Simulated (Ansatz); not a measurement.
Dimer: ethylamine (SMILES CCN) (first 10 atoms) with NH3 (SMILES N); geometry from B3LYP-D3(BJ)/def2-TZVP, rigid monomers moved along the line of their centres of mass till N3···H14 is 2.52 Å.
(charge 0, multiplicity 1):
```xyz
14

C      1.341     0.268     0.357
C     -0.112     0.677     0.176
N     -1.009    -0.373     0.679
H      2.009     1.048    -0.013
H      1.559     0.094     1.411
H      1.560    -0.647    -0.201
H     -0.298     0.924    -0.879
H     -0.309     1.582     0.755
H     -1.980    -0.117     0.537
H     -0.855    -1.239     0.174
N      0.008    -0.214     4.026
H      0.279    -1.106     4.424
H     -0.682     0.190     4.650
H     -0.450    -0.402     3.134
```

Counterpoise-corrected where a basis set is named; no monomer relaxation.

Cores are frozen in the correlated methods.

The values were computed with Ansatz (Gaussian basis) for Hartree–Fock, density functionals and correlated methods. Values without a source in brackets are computed.

Task: Predict the interaction energy from CCSD(T)/aug-cc-pVDZ.

Result: -145 meV

Task: Predict the interaction energy from HF/aug-cc-pVDZ.

Result: -82 meV

Task: Predict the interaction energy from PBE/def2-TZVPPD.

Result: -138 meV

Ansatz is a program for electronic structure.
